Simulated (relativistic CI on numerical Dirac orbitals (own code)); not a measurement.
## Crystal-field levels of Gd³⁺, 4f7

Calculated by Dirac-Coulomb-Breit CI, separate exchange-only KLI orbitals for each configuration, model QED (radiative potential, 1s self-energy scaled to tabulated hydrogen-like ionisation energies), valence Slater integrals scaled by 0.8, one configuration in a parametric crystal field (own radial code).

Field parameters in Wybourne normalisation; cubic f-shell fields have B⁴₄ = √(5/14) B⁴₀ and B⁶₄ = −√(7/2) B⁶₀. The field is a parameter set, without covalency.

S and J are read from ⟨S²⟩ = S(S + 1) and ⟨J²⟩ = J(J + 1) of each level; they are not fictitious spins.

D3h, B20 = 720, B40 = -150, B60 = -280, B66 = 420 cm⁻¹, the lowest 10 levels:

| E (cm⁻¹) | Degeneracy | S | J |
| --- | --- | --- | --- |
| 0.0 | 2 | 3.47 | 3.50 |
| 0.5 | 2 | 3.47 | 3.50 |
| 0.8 | 2 | 3.47 | 3.50 |
| 1.0 | 2 | 3.47 | 3.50 |
| 29607 | 2 | 2.44 | 3.50 |
| 29674 | 2 | 2.44 | 3.51 |
| 29721 | 2 | 2.44 | 3.51 |
| 29742 | 2 | 2.44 | 3.51 |
| 30265 | 2 | 2.47 | 2.54 |
| 30316 | 2 | 2.47 | 2.51 |

Principal g values of the ground doublet: 0.01, 0.01, 13.95.

Oh, B40 = 2200, B60 = 240 cm⁻¹, the lowest 16 levels:

```tsv
E (cm⁻¹)	Degeneracy	Irrep	S	J
0.0	2	Γ7	3.47	3.50
0.1	4	Γ8	3.47	3.50
0.1	2	Γ6	3.47	3.50
29645	2	Γ7	2.44	3.51
29672	4	Γ8	2.44	3.51
29693	2	Γ6	2.45	3.51
30272	2	Γ7	2.47	2.53
30306	4	Γ8	2.47	2.53
30883	4	Γ8	2.48	1.56
32446	2	Γ7	2.42	3.50
32508	4	Γ8	2.43	3.50
32546	2	Γ6	2.43	3.50
32829	4	Γ8	2.45	4.54
32889	4	Γ8	2.46	7.93
32891	4	Γ8	2.46	7.78
32893	2	Γ6	2.46	8.43
```

Principal g values of the ground doublet: 5.98, 5.98, 5.98.

The next free-ion level lies 29695 cm⁻¹ above the lowest; the field splits the ground level into components whose J stays near 7/2 as long as their spread is small against that gap.

Levels of this model without a field, named by their leading LS term (the scale mimics covalency, so terms lie below those of the real free ion): ⁸S°7/2 0, ⁶P°7/2 29695, ⁶P°5/2 30321, ⁶P°3/2 30910, ⁶I°7/2 32516, ⁶I°9/2 32893, ⁶I°17/2 32913, ⁶I°11/2 33189 cm⁻¹.
